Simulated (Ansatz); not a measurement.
Reaction (cleavage of the B–Ga bond): `C[B](C)[GaH2]` + H₂S → `CB(C)S` + `[GaH3]`

Calculated with Ansatz (gas phase, PBE0-D4/def2-TZVP geometries, no zero-point term in ΔE). CCSD(T)/CBS is the MP2 limit (def2-TZVPP, def2-QZVPP) plus CCSD(T) − MP2 in def2-TZVPP, frozen cores. This one scheme is used for every species. For Ga outer-core shells are correlated without core-valence functions, which leaves a few kJ/mol of doubt a bond. Scalar relativity is left out up to krypton. One conformer a species, not always the lowest.

```tsv
species	CCSD(T)/CBS(def2) energy (Eh)
`C[B](C)[GaH2]`	-2029.63136
H₂S	-398.97279
`CB(C)S`	-502.93918
`[GaH3]`	-1925.70545
```

(1) Work out ΔE.

Largest T1 diagnostic among the species: 0.013.

Answers

(1) ΔE = (-502.93918) + (-1925.70545) − (-2029.63136) − (-398.97279) = -0.04048 Eh = -106.3 kJ/mol.

From PBE to PBE0 (25 % exact exchange), in def2-TZVPP and without D4, ΔE moves by −3.4 kJ/mol. Leaving LDA and LC-ωPBE aside and taking each functional with its dispersion term where it has one, the values, not all of them listed here, spread over 15.4 kJ/mol, from B97M-V to BLYP-D4. LDA lies −5.0 kJ/mol from PBE without D4. At CCSD(T), def2-SVP lies −18.5 kJ/mol from the extrapolated value and def2-TZVPP −3.8 kJ/mol.
